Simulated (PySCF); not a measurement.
# Trend along the chalcogens: MH anions

r²SCAN with double-zeta basis sets in PySCF, for the lowest determinant that a PBE0 search found; no spin–orbit coupling. De refers to high-spin ground-configuration atoms (the charge goes to the atom of lower measured ionisation energy or higher electron affinity, which is not always the lowest computed limit). A positive dipole points towards H; it is taken about the centre of mass and depends on that origin.

```csv
M,basis,charged atom,state (unpaired electrons),Re (Å),ωe (cm⁻¹),De (eV),μ (D)
O,aug-cc-pVDZ,O−,singlet (closed shell),0.970,3737,4.79,1.17
S,aug-cc-pVDZ/aug-cc-pV(D+d)Z,S−,singlet (closed shell),1.355,2653,3.95,0.44
Se,def2-SVPD,Se−,singlet (closed shell),1.476,2389,3.60,0.02
Te,aug-cc-pVDZ-PP/aug-cc-pVDZ,Te−,singlet (closed shell),1.675,2063,3.12,-0.36
```

The shortest bond is that of OH⁻ (0.970 Å), the longest that of TeH⁻ (1.675 Å). OH⁻ is bound most strongly (4.79 eV) and TeH⁻ least (3.12 eV).

The rows differ in basis set, which adds steps of its own.

Down a group the atoms grow and get heavier, so bonds lengthen and wavenumbers fall; this series shows no clear exception.

These are scalar-relativistic numbers at best; spin–orbit coupling would shift them, the dissociation energy most. For an ion De counts to the pair picked by the measured ionisation energies or electron affinities, which need not be the lowest pair at this level. The highest Kohn–Sham level is positive in some of these anions. Much of that is self-interaction error, but it also means that the finite basis helps to hold the extra electron.
